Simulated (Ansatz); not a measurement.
CH₈S₂Si₂, SMILES `CS[SiH2][SiH2]S` from Hartree–Fock to CCSD(T)

```json
{"atom": "C1", "x (Å)": "1.900", "y (Å)": "0.759", "z (Å)": "0.007"}
{"atom": "S2", "x (Å)": "0.519", "y (Å)": "1.626", "z (Å)": "-0.793"}
{"atom": "Si3", "x (Å)": "-0.701", "y (Å)": "-0.050", "z (Å)": "-1.312"}
{"atom": "Si4", "x (Å)": "-1.259", "y (Å)": "-1.189", "z (Å)": "0.663"}
{"atom": "S5", "x (Å)": "-1.544", "y (Å)": "0.316", "z (Å)": "2.157"}
{"atom": "H6", "x (Å)": "1.571", "y (Å)": "0.241", "z (Å)": "0.909"}
{"atom": "H7", "x (Å)": "2.370", "y (Å)": "0.055", "z (Å)": "-0.678"}
{"atom": "H8", "x (Å)": "2.628", "y (Å)": "1.521", "z (Å)": "0.286"}
{"atom": "H9", "x (Å)": "0.007", "y (Å)": "-0.942", "z (Å)": "-2.272"}
{"atom": "H10", "x (Å)": "-1.905", "y (Å)": "0.530", "z (Å)": "-1.960"}
{"atom": "H11", "x (Å)": "-0.178", "y (Å)": "-2.141", "z (Å)": "1.045"}
{"atom": "H12", "x (Å)": "-2.512", "y (Å)": "-1.977", "z (Å)": "0.523"}
{"atom": "H13", "x (Å)": "-0.896", "y (Å)": "1.251", "z (Å)": "1.426"}
```

Total charge 0; spin multiplicity 1. The geometry is a stationary point of PBE0-D4/def2-TZVP. It is one conformer, not always the lowest. Frozen core, restricted reference, Ansatz 0.2.0. CBS rows extrapolate triple and quadruple zeta; past MP2 they add the triple-zeta difference.

| basis | HF (Eh) | MP2 corr. | CCSD corr. | (T) | CCSD(T) total |
| --- | --- | --- | --- | --- | --- |
| def2-TZVPP | -1415.56379 | -0.78588 | -0.86488 | -0.03822 | -1416.46689 |
| def2-QZVPP | -1415.60591 | -0.84852 | – | – | – |
| CBS(def2) | -1415.61172 | -0.89492 | -0.97392 | as TZ | -1416.62386 |
